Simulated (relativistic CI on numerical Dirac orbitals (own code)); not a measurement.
V2+ in a cubic cluster: L2,3 absorption with charge transfer

Computed with a charge-transfer multiplet model of a cubic metal-ligand cluster with up to one ligand hole, Slater and spin-orbit integrals from Dirac-Coulomb-Breit ions, Slater integrals scaled by 0.9. The ground state mixes d3 with configurations of k ligand holes L, whose averages lie at kΔ + k(k − 1)U_dd/2; a core hole lowers each added d electron by U_cd. 20 K, Lorentzian 0.4 eV and Gaussian 0.3 eV FWHM.

Atomic integrals in eV (Slater integrals scaled, ζ unscaled), ground: F2dd 8.026, F4dd 4.988, zeta_d 0.019; with the core hole: F2dd 8.831, F4dd 5.496, zeta_d 0.030, zeta_core 4.613, F2cd 4.854, G1cd 3.498, G3cd 1.984.

Cluster parameters (eV): Δ = 6.1, U_cd = 7.5, 10Dq = 0.6, 10Dq(ligand) = 1.1, V(eg) = 1.25, V(t2g) = -0.65, final-state hopping factor = 0.9.

```csv
Case,n_d,d3,d4L,S
U_dd = 4.8 eV,3.14,0.86,0.14,1.50
U_dd = 6.2 eV,3.14,0.86,0.14,1.50
U_dd = 6.9 eV,3.14,0.86,0.14,1.50
```

Weights, n_d and S are thermal averages at 20 K. Photon energies count from the first peak over 30 % of the highest in each spectrum, which can be another peak from case to case. The parameters are a model scan and need not match a compound or its usual spin state. Peaks in eV (height, largest 100):
- U_dd = 4.8 eV: 0.0 (100), 0.9 (98), 3.3 (28), 5.7 (51), 6.4 (58), 7.9 (63)
- U_dd = 6.2 eV: 0.0 (100), 0.9 (90), 3.2 (21), 5.6 (47), 6.4 (55), 7.9 (60)
- U_dd = 6.9 eV: 0.0 (100), 0.8 (89), 3.1 (22), 5.4 (46), 6.3 (55), 7.8 (59)

For the case U_dd = 6.2 eV, Δ = 6.1 eV is smaller than U_dd = 6.2 eV, the charge-transfer side of the Zaanen-Sawatzky-Allen scheme. With the core hole the configuration with one ligand hole lies at Δ + U_dd − U_cd = 3.4, 4.8, 5.5 eV from the one without, in the order of the table; where this is negative the screened configuration lies lower.

With at most 1 ligand hole the space is cut while the next configuration still counts, so covalency is underestimated, and a final configuration with one more ligand hole, which can lie low, is missing from the spectra.
